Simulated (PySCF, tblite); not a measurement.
Isomers of C2H8O3Si2. Computed with GFN2-xTB (tblite): harmonic, unscaled wavenumbers at the GFN2-xTB geometry, gas phase. Against measured fundamentals such values can be off by several per cent, at times by over 20. Modes of hydrogen on silicon can be 10 to 20 % off. One conformer each.

Electronic energies: PBE0/pcSseg-1 single points on the GFN2-xTB geometries (PySCF, gas phase).

| SMILES | electronic energy, lowest = 0 (kJ/mol) |
| --- | --- |
| O=C(CO[SiH3])O[SiH3] | 151.1 |
| O[Si@@H]1COC[SiH2]O1 | 0.0 |
| O=COC[SiH2][SiH2]O | 210.6 |

Question: How do GFN2-xTB zero-point energies change the relative energies?

Answer: 
```tsv
SMILES	ZPE (kJ/mol)	of it from modes above 1550 cm⁻¹	electronic (kJ/mol)	with ZPE, lowest = 0 (kJ/mol)	lowest mode (cm⁻¹)	rings
O[Si@@H]1COC[SiH2]O1	266.7	132.8	0.0	0.0	49	1
O=C(CO[SiH3])O[SiH3]	243.9	127.6	151.1	128.3	18	0
O=COC[SiH2][SiH2]O	254.6	136.4	210.6	198.5	18	0
```

The zero-point energies span 22.8 kJ/mol, from `O=C(CO[SiH3])O[SiH3]` to `O[Si@@H]1COC[SiH2]O1`. The order is unchanged.

Question: And how do the electronic energies of GFN2-xTB itself compare?

Answer: `O[Si@@H]1COC[SiH2]O1` 0.0; `O=C(CO[SiH3])O[SiH3]` 51.9; `O=COC[SiH2][SiH2]O` 254.1 kJ/mol, lowest = 0. Against the energies above, taken from the same isomer `O[Si@@H]1COC[SiH2]O1`, the largest difference is 99.2 kJ/mol.
